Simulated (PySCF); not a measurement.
C₇H₁₄PS (charge +1).
Numbering: `[CH2:1]=[CH:2][P@@H+:3]([CH2:4][S:5][CH3:6])[CH:7]1[CH2:8][CH2:9]1`

Definitions: NICS(0) = −σiso at the ring centroid; NICS(1) = −σiso and NICS(1)zz = −σzz at ±1 Å along the ring normal z. Level: GIAO PBE0/pcSseg-1 (PySCF, non-relativistic, gas phase) on the GFN2-xTB geometry, one conformer.

Ring bond lengths (Å), with Mayer bond orders in brackets: C7–C8 1.509 (0.91), C8–C9 1.488 (0.97), C9–C7 1.509 (0.91).

What do the NICS probes read (ppm)?

| ring | type | NICS(0) | NICS(1), two faces | NICS(1)zz, two faces | rms pucker (Å) | centre to ring atoms, mean (Å) |
| --- | --- | --- | --- | --- | --- | --- |
| C7–C8–C9 | 3-membered carbocycle; formal bonds all single | -43.8 | -9.1 / -8.1 | -22.0 / -23.3 | 0.00 | 0.87 |

What can be read from them?

- C7–C8–C9: mean NICS(1)zz -22.6 ppm, shielded. C7, C8, C9 have four or more neighbours, and the NICS criterion for π rings isn't applied. NICS(0) lies 35 ppm below the mean NICS(1).

At the second NICS(1) probe listed for ring C7–C8–C9, 1 Å off the ring, how large is the induced field along the normal in 14.1 T applied along it?

NICSzz × B0 = -23.3 ppm × 14.1 T = -329 μT, against the applied field.

How shielded are the nuclei of the rings and their hydrogens (means over atoms taken as equivalent)?

| atoms | environment | σ isotropic (ppm) | principal values of the symmetric part, first atom (ppm) |
| --- | --- | --- | --- |
| C7 | sp3 carbon bound to phosphorus | 180.7 | 152.0, 168.6, 221.6 |
| C8 | three-membered-ring carbon | 174.7 | 142.8, 180.3, 200.9 |
| C9 | three-membered-ring carbon | 179.4 | 148.0, 180.8, 209.4 |
| H on C7 | methine hydrogen | 30.39 | 23.3, 27.3, 40.6 |
| H on C8 | methylene hydrogen | 29.77 | 24.4, 25.0, 39.9 |
| H on C8 | methylene hydrogen | 30.32 | 24.9, 28.5, 37.6 |
| H on C9 | methylene hydrogen | 30.04 | 24.1, 25.0, 40.9 |
| H on C9 | methylene hydrogen | 30.84 | 24.8, 28.4, 39.3 |

Shape of the structure used: `[CH2:1]=[CH:2][P@@H+:3]([CH2:4][S:5][CH3:6])[CH:7]1[CH2:8][CH2:9]1`: C1–C2–P3–C4 117°, C2–P3–C4–S5 -170°, P3–C4–S5–C6 -176°, C2–P3–C7–C8 150°.
